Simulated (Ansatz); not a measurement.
Program: Ansatz. Geometries: PBE0-D4/def2-TZVP. ΔE: electronic, gas phase. CCSD(T)/CBS adds triple-zeta CCSD(T) − MP2 to the extrapolated MP2 energy (def2 sets, frozen cores). This one scheme is used for every species. Functionals use def2-TZVPP. One conformer a species, not always the lowest.

Reaction (formal exchange of groups at a C–C bond): `FC/C(F)=C\C(F)(F)F` + `CC` → `CCC(F)(F)F` + `C=C(F)CF`

| species | revPBE energy (Eh) |
| --- | --- |
| `FC/C(F)=C\C(F)(F)F` | -653.48661 |
| `CC` | -79.83084 |
| `CCC(F)(F)F` | -416.91789 |
| `C=C(F)CF` | -316.40854 |

Q: Work out ΔE.

A: ΔE = (-416.91789) + (-316.40854) − (-653.48661) − (-79.83084) = -0.00898 Eh = -5.6 kcal/mol. CCSD(T)/CBS gives -7.9 kcal/mol.

Largest T1 diagnostic among the species: 0.012.

From PBE to PBE0 (25 % exact exchange), in def2-TZVPP and without D4, ΔE moves by −1.2 kcal/mol. In def2-TZVPP, CCSD(T) changes the Hartree–Fock value by +2.3 kcal/mol (the triples alone add +0.5 kcal/mol) and MP2 by +2.3 kcal/mol. Leaving LDA and LC-ωPBE aside and taking each functional with its dispersion term where it has one, the values, not all of them listed here, spread over 2.7 kcal/mol, from BHLYP-D4 to revPBE-D4.
